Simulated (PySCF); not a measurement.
A mixed set of molecules.

All values: PBE0/def2-SVPD (PySCF) at PBE0-D3(BJ)/def2-SVP geometries, gas phase, one conformer each. Core orbitals are frozen in the response; Δα² is half the sum of the squared differences of the principal polarisabilities. Atoms past krypton carry effective core potentials. Dipoles and anisotropies that the point group forbids are given as zero.

**Question.** Rank by HOMO–LUMO gap, lowest first.
A. `C[O][Zr]([CH3])([CH3])[O]C`
B. `O=c1cc(F)cco1`
C. `C/C=C\C(C)C`
D. `CC/C=C\CC`
E. `C1CCCCC1`

**Answer.** B (5.44 eV), A (6.65 eV), D (7.34 eV), C (7.56 eV), E (9.16 eV).

**Question.** Rank by polarisability anisotropy Δα, lowest first.
A. `[CH2:1]1[CH2:2][CH2:3][CH2:4][CH2:5][CH2:6]1` with C6–C1–C2–C3 54°, C1–C2–C3–C4 -54°, C2–C3–C4–C5 54°, C3–C4–C5–C6 -54° (cyclohexane)
B. `[CH3:1]/[CH:2]=[CH:3]\[CH:4]([CH3:5])[CH3:6]` with C2–C3–C4–C5 -119°
C. `[CH3:1][CH2:2]/[CH:3]=[CH:4]\[CH2:5][CH3:6]` with C1–C2–C3–C4 113°, C3–C4–C5–C6 113°
D. `O=c1cc(F)cco1`
E. `C[O][Zr]([CH3])([CH3])[O]C` (ZrMe2(OMe)2)

**Answer.** E (1.01 Å³), A (1.38 Å³), B (4.14 Å³), C (4.78 Å³), D (6.25 Å³).

**Question.** Rank by dipole moment, lowest first.
A. `[CH3:1][CH2:2]/[CH:3]=[CH:4]\[CH2:5][CH3:6]` with C1–C2–C3–C4 113°, C3–C4–C5–C6 113°
B. `[CH2:1]1[CH2:2][CH2:3][CH2:4][CH2:5][CH2:6]1` with C6–C1–C2–C3 54°, C1–C2–C3–C4 -54°, C2–C3–C4–C5 54°, C3–C4–C5–C6 -54° (cyclohexane)
C. ZrMe2(OMe)2, `C[O][Zr]([CH3])([CH3])[O]C`
D. `O=c1cc(F)cco1`

**Answer.** B (0.00 D), A (0.30 D), C (1.99 D), D (4.04 D).

All values together:

```json
{"SMILES": "C/C=C\\C(C)C", "formula": "C6H12", "μ (D)": "0.35", "HOMO (eV)": "-6.94", "LUMO (eV)": "0.62", "α (Å³)": "11.43", "Δα (Å³)": "4.14", "electrons": "48", "α per electron (Å³)": "0.238", "ΔSCF removal energy (eV)": "8.93"}
{"SMILES": "C1CCCCC1", "formula": "C6H12", "μ (D)": "0.00", "HOMO (eV)": "-8.36", "LUMO (eV)": "0.80", "α (Å³)": "10.42", "Δα (Å³)": "1.38", "electrons": "48", "α per electron (Å³)": "0.217", "ΔSCF removal energy (eV)": "10.28"}
{"SMILES": "CC/C=C\\CC", "formula": "C6H12", "μ (D)": "0.30", "HOMO (eV)": "-6.95", "LUMO (eV)": "0.39", "α (Å³)": "11.48", "Δα (Å³)": "4.78", "electrons": "48", "α per electron (Å³)": "0.239", "ΔSCF removal energy (eV)": "8.93"}
{"SMILES": "O=c1cc(F)cco1", "formula": "C5H3FO2", "μ (D)": "4.04", "HOMO (eV)": "-7.40", "LUMO (eV)": "-1.96", "α (Å³)": "9.59", "Δα (Å³)": "6.25", "electrons": "58", "α per electron (Å³)": "0.165", "ΔSCF removal energy (eV)": "–"}
{"SMILES": "C[O][Zr]([CH3])([CH3])[O]C", "formula": "C4H12O2Zr", "μ (D)": "1.99", "HOMO (eV)": "-7.03", "LUMO (eV)": "-0.37", "α (Å³)": "16.00", "Δα (Å³)": "1.01", "electrons": "92", "α per electron (Å³)": "0.174", "ΔSCF removal energy (eV)": "–"}
```

Conformers: `[CH3:1]/[CH:2]=[CH:3]\[CH:4]([CH3:5])[CH3:6]` with C2–C3–C4–C5 -119°; `[CH2:1]1[CH2:2][CH2:3][CH2:4][CH2:5][CH2:6]1` with C6–C1–C2–C3 54°, C1–C2–C3–C4 -54°, C2–C3–C4–C5 54°, C3–C4–C5–C6 -54°; `[CH3:1][CH2:2]/[CH:3]=[CH:4]\[CH2:5][CH3:6]` with C1–C2–C3–C4 113°, C3–C4–C5–C6 113°.

A dash marks a removal energy that wasn't run or isn't settled.
